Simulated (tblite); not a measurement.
`[SiH2](/C=C/C)NC`. Computed geometry: GFN2-xTB, gas phase.

```
atom  x, y, z in Å
C1     3.1638   -0.2022    0.4360
C2     1.6855   -0.0090    0.3499
C3     0.9140   -0.4378   -0.6389
Si4   -0.9379   -0.1844   -0.7895
N5    -1.5168    0.2178    0.7790
C6    -2.8954    0.5475    1.0410
H7     3.5381   -0.7479   -0.4275
H8     3.6660    0.7643    0.4876
H9     3.4213   -0.7546    1.3404
H10    1.2463    0.5306    1.1798
H11    1.3885   -0.9648   -1.4585
H12   -1.2778    0.9618   -1.6435
H13   -1.5262   -1.4009   -1.3877
H14   -1.0918   -0.2452    1.5684
H15   -3.5259   -0.3395    1.1771
H16   -2.9730    1.1644    1.9391
H17   -3.2858    1.1119    0.1972
```

Task: How far are the heavy atoms from their best plane (unweighted least squares)?

Result: 0.066 Å rms; C1 0.01, C2 0.08, C3 0.08, Si4 0.06, N5 0.09, C6 0.03 Å (magnitudes).

Task: What is the longest distance between nuclei?

Result: H8···H15, 7.31 Å; the next longest distance is 7.26 Å.

Task: Give the dihedral angles H12–Si4–N5–H14, C3–Si4–N5–C6, C3–Si4–N5–H14, H11–C3–Si4–H12.

Result: H12–Si4–N5–H14 -157° (antiperiplanar); C3–Si4–N5–C6 177° (antiperiplanar); C3–Si4–N5–H14 -37° (synclinal); H11–C3–Si4–H12 -81° (synclinal). Dihedral signs follow IUPAC: positive where, seen along the central bond, the front bond turns clockwise onto the rear one.

Task: How far apart are these pairs, which share no bond: C3···H10, C3···H12, N5···H10, H7···H13, H7···H14, H11···H14?

Result: C3···H10 2.087 Å (2 bonds apart); C3···H12 2.788 Å (2 bonds apart); N5···H10 2.809 Å (4 bonds apart); H7···H13 5.196 Å (5 bonds apart); H7···H14 5.067 Å (6 bonds apart); H11···H14 3.979 Å (4 bonds apart).

Task: Where is the centre of mass (commonest isotopes), and what is the radius of gyration?

Result: Mass 101.066 u; centre at (-0.133, -0.032, 0.060) Å; Rg = √(Σ m r²/M) = 2.181 Å. As Ia + Ib + Ic = 2 Σ m r², the three principal moments sum to 961.5 u·Å².

Task: What are the angles C1–C2–H10, C2–C3–H11, C2–C3–Si4, Si4–C3–H11, C3–Si4–H12, C3–Si4–N5, Si4–N5–C6, N5–C6–H15?

Result: From the scalar product of the two bond vectors; for C1–C2–H10 it is -0.6821 Å² over 1.4934 × 1.0830 Å², cos θ = -0.4217. C1–C2–H10 114.9°; C2–C3–H11 117.8°; C2–C3–Si4 126.2°; Si4–C3–H11 115.9°; C3–Si4–H12 112.4°; C3–Si4–N5 106.9°; Si4–N5–C6 122.8°; N5–C6–H15 112.8°.

Task: Write the matrix of distances between heavy atoms (Å, lower triangle).

Result: 
```
C1    0.000
C2    1.493  0.000
C3    2.504  1.325  0.000
Si4   4.281  2.866  1.875  0.000
N5    4.712  3.239  2.889  1.720  0.000
C6    6.135  4.666  4.278  2.778  1.441  0.000
```

Its GFN2-xTB frequencies are all real (lowest 63 cm⁻¹). One conformer, not necessarily the lowest. 3 starts were optimised and ended at 0.00, 0.33 and 0.46 kcal/mol (GFN2-xTB); the lowest of these is shown.

Hardware: an Arm Neoverse V2 with one thread, no GPU, on a shared host. Cost: 0.58 s wall. This is the geometry optimisation.
